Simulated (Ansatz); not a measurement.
The same path of C$_{2}$H$_{5}$LiS (9 atoms, charge 0, multiplicity 1) was run twice with different band settings. The coordinate that changes most is the dihedral Li1–S2–C3–C4.

All numbers below come from RKS PBE/cc-pVDZ (Ansatz).

Relaxed end points:

```xyz
9
Properties=species:S:1:pos:R:3
Li -0.224 -0.563 -2.045
S 1.429 0.678 -1.341
C 0.636 0.488 0.324
C -0.641 -0.360 0.326
H 1.371 0.030 1.019
H 0.396 1.497 0.722
H -1.432 0.097 -0.322
H -0.434 -1.405 -0.018
H -1.101 -0.462 1.333
```

```xyz
9
Properties=species:S:1:pos:R:3
Li 2.172 0.926 -2.517
S 0.407 -0.081 -1.742
C 0.336 0.241 0.090
C -0.881 -0.439 0.715
H 1.265 -0.136 0.566
H 0.290 1.336 0.269
H -1.819 -0.065 0.257
H -0.845 -1.535 0.554
H -0.925 -0.248 1.809
```

Common settings: spring 5.0 eV/Å²; optimiser quadratic models (default); start path IDPP; force threshold 0.05 eV/Å; end points relaxed.

| run | movable images | climbing image | iteration limit |
| --- | --- | --- | --- |
| 1 | 7 | yes | 44 |
| 2 | 1 | no | 60 |

Question: What does each run give, and how far can it be trusted?

Answer: Run 1: converged after 5 iterations, highest image 0.108 eV above the first end. The highest image is an end point: on this band no image between the ends rises above it.
Run 2: converged after 4 iterations, highest image 0.108 eV above the first end. The highest image is an end point: on this band no image between the ends rises above it. So few images can step over the top or miss a turn of the path.
